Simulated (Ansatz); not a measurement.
Reaction (redistribution): `C[SiH2]B(O)O` + `OCO[SiH2]F` → `C[SiH2]O[SiH2]F` + `OCB(O)O`

Computed with Ansatz on PBE0-D4/def2-TZVP structures; ΔE is electronic, products minus reactants. CBS: MP2 limit from def2 TZ/QZ plus the TZ coupled-cluster correction, frozen cores. DFT in def2-TZVPP. One conformer a species, not always the lowest.

`C[SiH2]B(O)O`:

Cartesian coordinates in Å:
```
C -0.232 -0.100 -1.786
Si -0.700 -0.493 -0.008
B 0.590 0.369 1.323
O 1.647 1.127 0.917
O 0.472 0.240 2.673
H -0.927 -0.565 -2.489
H 0.770 -0.470 -2.019
H -0.250 0.978 -1.968
H -0.719 -1.974 0.189
H -2.093 -0.024 0.258
H 1.716 1.207 -0.035
H -0.274 -0.294 2.946
```

`OCO[SiH2]F`:

Cartesian coordinates in Å:
```
O 1.460 0.632 0.697
C 1.083 0.249 -0.584
O -0.037 -0.602 -0.590
Si -1.428 -0.348 0.229
F -2.032 1.081 -0.145
H 1.822 -0.131 1.157
H 0.853 1.172 -1.120
H 1.880 -0.293 -1.102
H -2.357 -1.394 -0.240
H -1.244 -0.367 1.696
```

`C[SiH2]O[SiH2]F`:

```xyz
12

C     0.334    0.273    1.887
Si   -0.965    0.368    0.564
O    -0.512   -0.520   -0.748
Si    0.424   -0.603   -2.060
F     1.952   -0.412   -1.639
H     0.490   -0.760    2.207
H     1.287    0.666    1.524
H     0.033    0.858    2.759
H    -1.176    1.778    0.136
H    -2.256   -0.191    1.037
H     0.289   -1.945   -2.661
H     0.101    0.489   -3.007
```

`OCB(O)O`:

Cartesian coordinates in Å:
```
O 0.465 1.510 0.576
C -0.582 0.601 0.248
B 0.088 -0.727 -0.285
O 1.442 -0.824 -0.354
O -0.700 -1.765 -0.672
H 0.090 2.328 0.906
H -1.250 1.017 -0.520
H -1.209 0.378 1.122
H 1.840 -0.002 -0.044
H -0.184 -2.517 -0.976
```

CCSD(T)/CBS gives -208.2 kJ/mol.

Q: Another level gave -178.0 kJ/mol. Which?
A. PBE-D4/def2-TZVPP
B. CCSD(T)/def2-TZVPP
C. r2SCAN-D4/def2-TZVPP
D. PBE0-D4/def2-TZVPP

A: A. PBE-D4 -178.0, PBE0-D4 -191.2, r2SCAN-D4 -198.3, CCSD(T)/def2-TZVPP -203.0 kJ/mol.

Largest T1 diagnostic among the species: 0.013.

From PBE to PBE0 (25 % exact exchange), in def2-TZVPP and without D4, ΔE moves by −13.1 kJ/mol. In def2-TZVPP, CCSD(T) changes the Hartree–Fock value by +22.2 kJ/mol (the triples alone add +5.2 kJ/mol) and MP2 by +12.5 kJ/mol.
